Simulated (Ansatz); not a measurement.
Be12⁺, relaxed as a doublet with UKS PBE0/def2-SVP in Ansatz, starting from the GFN2-xTB geometry. Force threshold 0.02 eV/Å.

The relaxation made no stability test and no search for a lower SCF solution. The structure comes from a short search, and lower isomers may exist.

Start:

```xyz
12

Be    0.730   -1.208    1.276
Be    1.215    0.200   -0.058
Be    0.499   -0.223   -1.789
Be   -0.953   -0.268    0.734
Be    0.435    0.902    1.728
Be    1.301   -1.789   -0.566
Be   -1.356   -0.619   -1.111
Be   -0.210   -2.095   -1.833
Be   -0.648    3.161    0.155
Be   -0.594   -2.195    0.122
Be    0.080    2.860    1.973
Be   -0.500    1.275   -0.630
```

**Question.** Estimate the energy that the relaxation releases and the steps that it takes.

**Answer.** 3.20 eV, in 26 steps; 1.7 min on 4 threads of Arm Neoverse V2 on a shared host. No frequencies were taken in this run, so the end may be a saddle point.

**Question.** Does the start keep its bonding and symmetry?

**Answer.** Bonds lost: Be4–Be5, Be4–Be12 (atoms count from 1). Bonds formed: Be4–Be9, Be4–Be11, Be5–Be9, Be5–Be12, Be7–Be9 (atoms count from 1). The end is the same structure that another start reached. Point group Cs at the start, C2 at the end, both within 0.05 Å.

**Question.** Predict the relaxed structure.

**Answer.** 
```tsv
atom	x (Å)	y (Å)	z (Å)
Be1	0.577	-0.431	1.200
Be2	1.838	0.182	-0.380
Be3	0.688	-0.544	-2.030
Be4	-1.531	0.011	1.345
Be5	1.049	1.808	0.730
Be6	1.089	-1.885	-0.453
Be7	-1.184	-0.009	-0.747
Be8	-0.564	-2.174	-1.566
Be9	-1.029	1.926	0.410
Be10	-0.894	-1.769	0.468
Be11	-0.365	1.498	2.261
Be12	0.325	1.388	-1.238
```
Bond lengths (bridged metal pairs left out): 26 × Be–Be 2.01 to 2.26 Å.
